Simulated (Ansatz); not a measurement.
C14H8O2⁻, that is anthraquinone with one electron more. Charge -1, multiplicity 2. Geometry PBE-D4/def2-SVP, that of the neutral singlet; atoms count from 1.

```xyz
24

O     2.127   -1.005   -1.366
C     1.164   -0.550   -0.747
C    -0.241   -0.872   -1.144
C    -0.457   -1.715   -2.250
C    -1.761   -2.035   -2.647
C    -2.862   -1.515   -1.939
C    -2.656   -0.677   -0.838
C    -1.349   -0.349   -0.432
C    -1.164    0.549    0.748
O    -2.127    1.003    1.368
C     0.241    0.871    1.144
C     0.457    1.714    2.250
C     1.761    2.036    2.646
C     2.862    1.516    1.938
C     2.656    0.677    0.837
C     1.349    0.349    0.432
H     0.425   -2.103   -2.780
H    -1.926   -2.694   -3.512
H    -3.886   -1.769   -2.254
H    -3.493   -0.254   -0.263
H    -0.425    2.103    2.781
H     1.926    2.695    3.511
H     3.886    1.771    2.252
H     3.493    0.254    0.263
```

The highest occupied level of the charge -1 doublet lies above zero (up to 0.01 eV). By energy differences its removal costs 1.53 eV (vertical, to the charge 0 singlet, at PBE0-D4/def2-SVP); self-interaction error and the lack of diffuse functions both raise the level.

Question: Estimate the Mulliken populations from the PBE0/def2-SVP orbitals of Ansatz.

Answer: 
```json
{"atom": "O1", "charge (e)": "-0.31", "spin (α − β)": "0.22"}
{"atom": "C2", "charge (e)": "0.14", "spin (α − β)": "0.08"}
{"atom": "C3", "charge (e)": "-0.07", "spin (α − β)": "0.08"}
{"atom": "C4", "charge (e)": "-0.04", "spin (α − β)": "-0.02"}
{"atom": "C5", "charge (e)": "-0.03", "spin (α − β)": "0.05"}
{"atom": "C6", "charge (e)": "-0.03", "spin (α − β)": "0.05"}
{"atom": "C7", "charge (e)": "-0.04", "spin (α − β)": "-0.02"}
{"atom": "C8", "charge (e)": "-0.07", "spin (α − β)": "0.08"}
{"atom": "C9", "charge (e)": "0.14", "spin (α − β)": "0.08"}
{"atom": "O10", "charge (e)": "-0.31", "spin (α − β)": "0.22"}
{"atom": "C11", "charge (e)": "-0.07", "spin (α − β)": "0.08"}
{"atom": "C12", "charge (e)": "-0.04", "spin (α − β)": "-0.02"}
{"atom": "C13", "charge (e)": "-0.03", "spin (α − β)": "0.05"}
{"atom": "C14", "charge (e)": "-0.03", "spin (α − β)": "0.05"}
{"atom": "C15", "charge (e)": "-0.04", "spin (α − β)": "-0.02"}
{"atom": "C16", "charge (e)": "-0.07", "spin (α − β)": "0.08"}
{"atom": "H17", "charge (e)": "0.00", "spin (α − β)": "0.00"}
{"atom": "H18", "charge (e)": "-0.02", "spin (α − β)": "0.00"}
{"atom": "H19", "charge (e)": "-0.02", "spin (α − β)": "0.00"}
{"atom": "H20", "charge (e)": "0.00", "spin (α − β)": "0.00"}
{"atom": "H21", "charge (e)": "0.00", "spin (α − β)": "0.00"}
{"atom": "H22", "charge (e)": "-0.02", "spin (α − β)": "0.00"}
{"atom": "H23", "charge (e)": "-0.02", "spin (α − β)": "0.00"}
{"atom": "H24", "charge (e)": "0.00", "spin (α − β)": "0.00"}
```
Mulliken values and Mayer orders depend strongly on the basis.

Question: Where does the spin sit?

Answer: Summed by element: O 0.44, C 0.58, H -0.01, of 1 unpaired in all. Largest on single atoms: O1 0.22, O10 0.22, C2 0.08.

Question: And the Mayer bond orders between bonded heavy atoms (over 0.3)?

Answer: O1–C2 1.99 (1.23 Å); C2–C3 1.03 (1.49 Å); C2–C16 1.03 (1.49 Å); C3–C4 1.35 (1.41 Å); C3–C8 1.27 (1.42 Å); C4–C5 1.42 (1.40 Å); C5–C6 1.29 (1.41 Å); C6–C7 1.42 (1.40 Å); C7–C8 1.35 (1.41 Å); C8–C9 1.03 (1.49 Å); C9–O10 1.99 (1.23 Å); C9–C11 1.03 (1.49 Å); C11–C12 1.35 (1.41 Å); C11–C16 1.27 (1.42 Å); C12–C13 1.42 (1.40 Å); C13–C14 1.29 (1.41 Å); C14–C15 1.42 (1.40 Å); C15–C16 1.35 (1.41 Å).
